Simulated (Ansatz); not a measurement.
Two isomers of H7OPSi2: A = `OP[SiH2][SiH3]`, B = `O[SiH]([SiH3])P`.

Calculated with Ansatz (gas phase, PBE0-D4/def2-TZVP geometries, no zero-point term in ΔE). CCSD(T)/CBS adds triple-zeta CCSD(T) − MP2 to the extrapolated MP2 energy (def2 sets, frozen cores). Functionals use def2-TZVPP. B3LYP here is the variant with VWN-RPA as its local correlation; programs differ in this. Each species was taken in one conformer, which may not be the lowest.

A:

Z-matrix (Å, degrees):
```
Si
P 1 2.261
Si 1 2.342 2 107.5
H 1 1.489 2 112.1 3 -121.5
H 1 1.489 2 108.5 3 118.6
O 2 1.665 1 100.3 3 165.6
H 2 1.426 1 92.5 3 65.7
H 3 1.488 1 110.2 2 -60.2
H 3 1.487 1 110.3 2 59.7
H 3 1.487 1 110.3 2 179.9
H 6 0.960 2 109.1 1 140.7
```

B:

Z-matrix (Å, degrees):
```
Si
Si 1 2.336
P 1 2.260 2 113.3
O 1 1.654 2 106.6 3 -121.4
H 1 1.494 2 110.9 3 117.2
H 2 1.488 1 112.4 3 -180.0
H 2 1.488 1 109.7 3 58.5
H 2 1.489 1 108.2 3 -59.8
H 3 1.420 1 95.5 2 -32.3
H 3 1.421 1 92.7 2 62.1
H 4 0.959 1 117.4 2 177.5
```

(1) Which is lower in electronic energy at CCSD(T)/CBS, and by how much? (Best estimate.)

(2) Give E(B) − E(A) in kJ/mol with PBE-D4, PBE0-D4, B2PLYP, B3LYP-D4, MP2/def2-TZVPP, B3LYP, r2SCAN-D4. (Best estimate.)

Largest T1 diagnostic: 0.014.

Answers

(1) The calculation gave: B, by 111.6 kJ/mol.

(2) Ansatz gave: PBE-D4 -102.6, PBE0-D4 -107.1, B2PLYP -110.3, B3LYP-D4 -107.8, MP2/def2-TZVPP -117.1, B3LYP -106.1, r2SCAN-D4 -110.6. None reverses the order clearly.

From PBE to PBE0 (25 % exact exchange), in def2-TZVPP and without D4, E(B) − E(A) moves by −4.6 kJ/mol.
